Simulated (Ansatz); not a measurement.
## Relaxing a trial structure of CHGeMgS−

The starting geometry of this gas-phase singlet was optimised with GFN2-xTB.

```xyz
5

C    -2.1559    0.4052    1.6776
Ge   -3.0734    1.8962    1.9811
Mg   -0.6716    2.1285    1.4623
S    -1.6784   -1.1604    1.4676
H     1.0382    2.4713    1.0728
```

Task: Where would you expect an optimisation with PBE0-D3(BJ)/def2-SVPD to take it?

Result: A new bond forms, giving a structure given below by its coordinates. Distances that change by over a tenth: Ge2–Mg3 (2.47 → 2.85 Å). Contacts that close: Mg3–S4 (3.44 → 2.52 Å).

The energy falls by 0.34 eV over 10 steps:

```
step  E − E(last) (eV)
   1             0.342
   2             0.221
   3             0.131
   4             0.045
   5             0.021
   6             0.007
   7             0.001
   8             0.000
   9             0.000
  10             0.000
```

Final geometry (Å):

```xyz
5

C    -2.3665    0.5142    1.7336
Ge   -3.2741    2.0000    2.0380
Mg   -0.5325    1.5882    1.3831
S    -1.3132   -0.8044    1.4065
H     0.9451    2.4428    1.1001
```

No frequencies were run, so the end isn't proven a minimum. Run with Ansatz 0.2.0, 58 s on 2 threads of Intel(R) Xeon(R) Processor @ 2.50GHz (Skylake/Cascade Lake), with other jobs on the host.
